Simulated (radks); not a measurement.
Values are calculated unless marked as measured or tabulated.
Coulomb parameter of the 3d shell of the chromium ion Cr2+ in the model configuration [Ar] 3d2 4p2, as a second difference U = [E(n + 0.5) + E(n - 0.5) - 2 E(n)] / (0.5)^2 with all orbitals relaxed. "Bare": the charge of the atom changes with n. "Screened": the 4p shell takes up the change at fixed total charge, which measures U(3d,3d) + U(4p,4p) - 2 U(3d,4p). Code: a radial shooting solver on a logarithmic mesh with Libxc functionals. Model: scalar-relativistic Kohn-Sham, PBE, spin-unpolarised, spherical densities, finite nucleus; Fermi nuclear charge, rms radius 3.6452 fm.

| case | configuration | E - E(n) (eV) |
|---|---|---|
| start | [Ar] 3d2 4p2 | 0.000 |
| bare +0.5 | [Ar] 3d2.5 4p2 | -16.454 |
| bare -0.5 | [Ar] 3d1.5 4p2 | 20.755 |
| screened +0.5 | [Ar] 3d2.5 4p1.5 | -8.884 |
| screened -0.5 | [Ar] 3d1.5 4p2.5 | 10.310 |

U(bare) = 17.204 eV, U(screened by 4p) = 5.703 eV, against the Slater integral F0(3d,3d) = 23.744 eV with frozen orbitals.
